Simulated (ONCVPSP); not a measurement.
u(r) = r·R(r): atom against pseudo-atom (Ag (Z = 47))

Columns: radius, all-electron u(r) and pseudo u(r) of the 4p shell (level -58.51 eV) of silver in the configuration [Ar] 3d10 4s2 4p6 4d10 5s1; PBEsol, scalar-relativistic, ONCV scheme, ONCVPSP 4.0.1.

| r (bohr) | all-electron | pseudo |
| --- | --- | --- |
| 0.068 | 0.4032 | 0.0027 |
| 0.135 | 0.0362 | 0.0147 |
| 0.202 | -0.4458 | 0.0459 |
| 0.270 | -0.6197 | 0.1087 |
| 0.338 | -0.4899 | 0.2102 |
| 0.405 | -0.1966 | 0.3471 |
| 0.473 | 0.1516 | 0.5128 |
| 0.540 | 0.4718 | 0.6851 |
| 0.608 | 0.7380 | 0.8493 |
| 0.675 | 0.9304 | 0.9832 |
| 0.742 | 1.0558 | 1.0787 |
| 0.810 | 1.1232 | 1.1326 |
| 0.878 | 1.1425 | 1.1464 |
| 0.945 | 1.1258 | 1.1273 |
| 1.013 | 1.0832 | 1.0836 |
| 1.080 | 1.0245 | 1.0244 |
| 1.148 | 0.9547 | 0.9545 |
| 1.215 | 0.8810 | 0.8808 |
| 1.283 | 0.8048 | 0.8047 |
| 1.350 | 0.7311 | 0.7310 |
| 1.418 | 0.6593 | 0.6592 |
| 1.485 | 0.5926 | 0.5925 |
| 1.553 | 0.5297 | 0.5296 |
| 1.620 | 0.4727 | 0.4726 |
| 1.688 | 0.4199 | 0.4198 |
| 1.755 | 0.3727 | 0.3727 |

(1) How many radial nodes do the two functions have?

(2) At about which radius was the pseudo-wave matched?

(3) Is the pseudo-wave norm-conserving?

Answers

(1) The all-electron 4p function has n − l − 1 = 2; the pseudo-wave has 0, since the states of the same l below it are removed with the core.

(2) 1.25 bohr. The columns agree to 0.0005 from 1.01 bohr on; several derivatives are matched, so the curves merge somewhat inside the radius.

(3) Yes: the ONCV scheme keeps the norm inside the radius equal to the all-electron one, which fixes the energy derivative of the logarithmic derivative at the level.
